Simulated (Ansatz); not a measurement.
Reaction (ligand exchange at the Si–S bond): `Cl[SiH2]S[SiH](Cl)Cl` + `C[SiH](N)Cl` → `C[SiH](Cl)N[SiH2]Cl` + `S[SiH](Cl)Cl`

Program: Ansatz. Geometries: PBE0-D4/def2-TZVP. ΔE: electronic, gas phase. CCSD(T)/CBS adds triple-zeta CCSD(T) − MP2 to the extrapolated MP2 energy (def2 sets, frozen cores). DFT in def2-TZVPP. B3LYP here is the variant with VWN-RPA as its local correlation; programs differ in this. Each species was taken in one conformer, which may not be the lowest.

`Cl[SiH2]S[SiH](Cl)Cl`:

```xyz
9

Cl    0.564   -1.807    1.943
Si   -0.091   -1.675    0.010
S    -1.435   -0.044   -0.291
Si   -0.176    1.656   -0.183
Cl    0.492    2.006    1.708
Cl    1.449    1.488   -1.404
H     1.092   -1.556   -0.863
H    -0.904   -2.870   -0.297
H    -0.990    2.802   -0.622
```

`C[SiH](N)Cl`:

Cartesian coordinates in Å:
```
C 1.403 -0.043 0.127
Si -0.416 -0.072 0.481
N -1.290 -0.220 -0.976
Cl -0.852 1.659 1.551
H 1.972 0.069 1.052
H 1.711 -0.967 -0.367
H 1.655 0.799 -0.523
H -0.838 -1.183 1.364
H -1.066 0.373 -1.761
H -2.278 -0.415 -0.948
```

`C[SiH](Cl)N[SiH2]Cl`:

Cartesian coordinates in Å:
```
C 0.448 0.554 1.621
Si -0.307 -0.948 0.847
Cl -2.257 -1.115 1.514
N -0.260 -0.826 -0.870
Si -0.064 0.564 -1.849
Cl 1.919 1.082 -2.091
H 1.486 0.672 1.299
H -0.105 1.457 1.354
H 0.428 0.459 2.709
H 0.350 -2.213 1.248
H -0.329 -1.701 -1.372
H -0.598 0.286 -3.200
H -0.711 1.728 -1.209
```

`S[SiH](Cl)Cl`:

Cartesian coordinates in Å:
```
S -0.004 1.625 0.575
Si 0.153 -0.411 0.033
Cl 0.710 -1.394 1.726
Cl -1.619 -1.156 -0.657
H -0.395 1.994 -0.658
H 1.155 -0.658 -1.020
```

```tsv
level	ΔE (eV)
PBE0-D4	0.03
PBE	0.04
r2SCAN	-0.02
PBE0	0.01
B3LYP	-0.08
CCSD(T)/def2-TZVPP	-0.10
HF/CBS(def2)	-0.19
CCSD/CBS(def2)	-0.08
```

What does CCSD(T)/CBS give? (Best estimate.)

Computed: -0.05 eV. The listed levels differ from it by 0.08, 0.09, 0.03, 0.06, -0.03, -0.05, -0.14, -0.03 eV.

Largest T1 diagnostic among the species: 0.010.

From PBE to PBE0 (25 % exact exchange), in def2-TZVPP and without D4, ΔE moves by −0.03 eV. In def2-TZVPP, CCSD(T) changes the Hartree–Fock value by +0.08 eV (the triples alone add +0.03 eV) and MP2 by +0.13 eV. The D4 term adds +0.04 eV with B3LYP and +0.02 eV with PBE0; it sums over pairs of atoms, weighted by their polarisabilities, and B3LYP, whose exchange is more repulsive, gets the larger term.
